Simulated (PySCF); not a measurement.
PySCF input:

```python
from pyscf import gto, scf, dft

mol = gto.M(
    atom='''
    Si   -0.66100242    0.07867757    0.21951764
    Br    0.00834553   -0.28903227   -1.87773755
    Br    1.00822355    0.19522273    1.63629940
    O    -1.34165152    1.50740484   -0.16004149
    O    -1.63979208   -1.08122009    0.79064090
    H    -2.47433504   -1.22763033    0.33229260
    ''',
    basis='def2-tzvpd',
    charge=0,
    spin=1,
    verbose=4,
)

mf = dft.UKS(mol, xc='tpssh').density_fit(auxbasis='def2-universal-jkfit')
mf.grids.level = 3
mf.conv_tol = 1e-9
mf.max_cycle = 100
mf.max_memory = 1500
mf.kernel()
if not mf.converged:
    mf = mf.newton()
    mf.kernel(mf.make_rdm1())
for _ in range(2):
    mo, _, stable, _ = mf.stability(return_status=True)
    if stable:
        break
    mf.kernel(mf.make_rdm1(mo, mf.mo_occ))
mf.analyze()
```

**Question.** What final total energy does it print?

**Answer.** -5588.89018 Eh (TPSSh/def2-TZVPD).

It need not be the lowest isomer of its formula.
